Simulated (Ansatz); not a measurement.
The cluster Al₇H. The state is a singlet with charge 0. Geometry B3LYP-D4/def2-SVP.

```xyz
8

Al    0.151    0.881    2.322
Al   -0.970   -0.352    0.049
Al    1.360   -0.873    0.907
Al    0.278    0.561   -2.206
Al   -2.209    1.562    1.512
Al    0.644   -1.880   -1.473
Al   -1.276    2.087   -0.843
H     2.021   -1.984   -0.268
```

LC-ωPBE has ω = 0.4 bohr⁻¹. The restricted singlet is unstable towards broken spin symmetry in Hartree–Fock (as tested in another run); at PBE-D4/def2-SVP, PBE-D4/def2-TZVP, PBE-D4/def2-TZVPD, BLYP-D4/def2-TZVP and others this wasn't settled. The structure comes from a short search, and lower isomers may exist.

Q: Estimate the orbital energies around the gap (eV) in Ansatz with PBE-D4/def2-SVP, PBE-D4/def2-TZVP, PBE-D4/def2-TZVPD, BLYP-D4/def2-TZVP, LC-ωPBE/def2-TZVPD.

A: 
```tsv
orbital	PBE-D4/def2-SVP	PBE-D4/def2-TZVP	PBE-D4/def2-TZVPD	BLYP-D4/def2-TZVP	LC-ωPBE/def2-TZVPD
HOMO−9	-10.92	-10.75	-10.74	-10.50	-15.60
HOMO−8	-9.77	-9.62	-9.61	-9.38	-14.12
HOMO−7	-8.61	-8.46	-8.45	-8.23	-12.44
HOMO−6	-7.67	-7.56	-7.55	-7.33	-11.10
HOMO−5	-7.21	-7.11	-7.10	-6.89	-10.54
HOMO−4	-5.63	-5.53	-5.53	-5.32	-8.15
HOMO−3	-5.45	-5.35	-5.34	-5.12	-7.69
HOMO−2	-5.36	-5.25	-5.25	-4.94	-7.51
HOMO−1	-4.91	-4.78	-4.77	-4.50	-7.27
HOMO	-4.62	-4.50	-4.49	-4.23	-6.87
LUMO	-3.57	-3.48	-3.47	-3.25	-1.63
LUMO+1	-3.51	-3.42	-3.41	-3.14	-1.28
LUMO+2	-3.20	-3.11	-3.11	-2.87	-0.99
LUMO+3	-2.87	-2.78	-2.78	-2.54	-0.67
LUMO+4	-2.85	-2.76	-2.76	-2.51	-0.51
LUMO+5	-1.86	-1.82	-1.83	-1.59	0.56
```
